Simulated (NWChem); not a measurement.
C$_{2}$H$_{3}$Br; SMILES C=CBr

This build's default masses of Se (78.918 u) and Br (79.917 u) are each other's, which moves their modes by up to 0.6 %.

Give the equilibrium geometry at B3LYP/6-31G* (spherical d) (NWChem) as a list of bonds and angles, with the point group.

point group Cs; any orientation.
Bonded distances (Å): C1–C2 1.327, C1–H4 1.085, C1–H5 1.087, C2–Br3 1.912, C2–H6 1.084. Angles (°): C2–C1–H4 122.9, C2–C1–H5 119.4, H4–C1–H5 117.7, C1–C2–Br3 123.3, C1–C2–H6 124.5, Br3–C2–H6 112.2.
